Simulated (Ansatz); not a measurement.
Isolated molecules relaxed with PBE0-D4/def2-TZVP in Ansatz; ΔE leaves out vibrations. CBS: MP2 limit from def2 TZ/QZ plus the TZ coupled-cluster correction, frozen cores. This one scheme is used for every species. DFT in def2-TZVPP. For Ge outer-core shells are correlated without core-valence functions, which leaves a few kJ/mol of doubt a bond. Scalar relativity is left out up to krypton. Each species was taken in one conformer, which may not be the lowest.

Consider the ligand exchange at a Ge–C bond: `B[CH]([GeH3])C=N` + `SS` → `S[S][GeH3]` + `BCC=N`.

| level | ΔE (eV) |
| --- | --- |
| B2PLYP | -0.40 |
| CCSD/def2-TZVPP | -0.34 |
| HF/def2-QZVPP | -0.61 |
| CCSD/CBS(def2) | -0.36 |

Question: What does CCSD(T)/CBS give? (An estimate is asked.)

Answer: Computed: -0.32 eV. The listed levels differ from it by -0.08, -0.02, -0.29, -0.04 eV.

Largest T1 diagnostic among the species: 0.013.

The D4 term adds +0.04 eV with B3LYP and +0.02 eV with PBE0; it sums over pairs of atoms, weighted by their polarisabilities, and B3LYP, whose exchange is more repulsive, gets the larger term. In def2-TZVPP, CCSD(T) changes the Hartree–Fock value by +0.31 eV (the triples alone add +0.04 eV) and MP2 by +0.32 eV.

B3LYP here is the variant with VWN-RPA as its local correlation; programs differ in this.
